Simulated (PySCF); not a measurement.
The same gas-phase reaction for Al, Ga, In:
- 2 AlH + I2 → 2 AlI + 2 H
- 2 GaH + I2 → 2 GaI + 2 H
- 2 InH + I2 → 2 InI + 2 H

Energies from PySCF (xtb for GFN2), thermal terms from the rigid-rotor harmonic-oscillator model, ideal gas at 1 bar. † marks an energy on the PBE0/def2-TZVP geometry and frequencies; other levels use their own. Open shells (unrestricted): H (multiplicity 2); the rest are closed-shell singlets. GFN2 has no spin-polarisation term. I, In: scalar-relativistic def2 core potential, no spin-orbit coupling. Ga: all electrons, no relativistic terms. GaH, InH: computed as isolated molecules; such fragments, hydroxides, amides, oligomers or adducts are transient or little studied in the gas.

ΔH°(298 K) in kJ, by level:

| level | Al | Ga | In |
|---|---|---|---|
| ωB97M-V/def2-TZVP† | 16.8 | 26.5 | 9.0 |
| LDA/def2-TZVP† | 29.2 | ___ | 22.3 |
| HF/def2-TZVP† | -69.4 | ___ | -104.5 |
| GFN2-xTB | 229.2 | ___ | 87.7 |
| PBE/def2-SVP | -6.0 | ___ | -24.5 |

Q: Some entries are withheld; supply them.

A: 
- LDA/def2-TZVP†, Ga: 30.5
- HF/def2-TZVP†, Ga: -73.9
- GFN2-xTB, Ga: 109.0
- PBE/def2-SVP, Ga: -11.7
